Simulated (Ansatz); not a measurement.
One change: `C[S][ZnH]` becomes `C[S][SbH2]`.

Ansatz, PBE0-D4/def2-TZVP geometries, multiplicity 1. 

Elements past krypton have def2 core potentials. Scalar relativity is left out up to krypton.

| property | `C[S][ZnH]` |
| --- | --- |
| HOMO energy (ωB97M-V/def2-TZVPP) / eV | -8.84 |
| size of the dipole moment (ωB97M-V/def2-TZVPP) / D | 1.39 |
| HOMO energy (B3LYP/def2-TZVPP) / eV | -6.44 |
| LUMO energy (B3LYP/def2-TZVPP) / eV | -1.16 |
| HOMO–LUMO gap (PBE0/def2-TZVPP) / eV | 5.78 |
| HOMO energy (PBE0/def2-TZVPP) / eV | -6.67 |

(1) What does the change do to each property? (Best estimate.)

Results:

(1) Ansatz gave: 
```csv
property,`C[S][SbH2]`,shift
HOMO energy (ωB97M-V/def2-TZVPP) / eV,-8.88,-0.04
size of the dipole moment (ωB97M-V/def2-TZVPP) / D,1.70,0.31
HOMO energy (B3LYP/def2-TZVPP) / eV,-6.47,-0.03
LUMO energy (B3LYP/def2-TZVPP) / eV,-1.25,-0.09
HOMO–LUMO gap (PBE0/def2-TZVPP) / eV,5.67,-0.11
HOMO energy (PBE0/def2-TZVPP) / eV,-6.71,-0.04
```

The zero-point energy changes by 19.2 kJ/mol with +3 modes. Dipoles are sizes alone; their direction can turn.

B3LYP here is the variant with VWN-RPA as its local correlation; programs differ in this.

Spin–orbit coupling is left out; it splits and shifts lone-pair levels of the heavy atoms by tenths of an eV.
